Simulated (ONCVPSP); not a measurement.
**Configuration tests for Ta (ONCV)**

ONCVPSP 4.0.1 input, shortened (lines: element, Z, core and valence counts, functional; n l f; lmax; l rc ep ncon nbas qcut; lloc lpopt rc5 dvloc0; l nproj debl; icmod fcfact rcfact), PBE, scalar-relativistic:

```
  Ta 73.00    9    5        4      upf
    1    0    2.00
    2    0    2.00
    2    1    6.00
    3    0    2.00
    3    1    6.00
    3    2   10.00
    4    0    2.00
    4    1    6.00
    4    2   10.00
    4    3   14.00
    5    0    2.00
    5    1    6.00
    5    2    3.00
    6    0    2.00
    3
    0    2.05    0.00    4    7    6.60
    1    1.50    0.00    4    7    6.30
    2    2.85    0.00    4    8    4.70
    3    0.70    0.00    5   10   24.10
    4    1    0.65    1.00
    0    3    2.90
    1    2    0.70
    2    2    2.90
    3    2    1.70
    3    4.75    1.45
```

In the p channel the program set the typed energies aside and used -1.448, 0.250 Ha.

Energies are relative to the spin-unpolarised reference configuration 4f14 5s2 5p6 5d3 6s2; without spin polarisation the order of configurations can differ from experiment.

```tsv
valence configuration	charge	ΔE all-electron (eV)	error AE − PS (meV)
4f14 5s2 5p6 5d3 6s1	+1	8.468	-3.6
4f14 5s2 5p6 5d3 6s0	+2	23.440	-19
4f14 5s2 5p6 5d2 6s0	+3	47.044	-9.2
```

(1) What are ΔE and the potential's error for 4f14 5s2 5p6 5d3 6s0 6p1?

Levels in the configuration 4f14 5s2 5p6 5d3 6s0:

```csv
level,all-electron (eV),pseudo (eV)
4f,-40.268,-40.506
5s,-88.554,-88.682
5p,-54.955,-55.018
5d,-18.312,-18.338
```

Note: ghosts flagged at negative energy: s at -227.0 eV; GHOST(+) flagged for p at 6.6 eV, d at 92.1 eV. A true bound ghost makes a file unfit for plane-wave use.

## Answers

(1) ΔE = 13.547 eV all-electron; the error (AE − PS) is -10 meV.
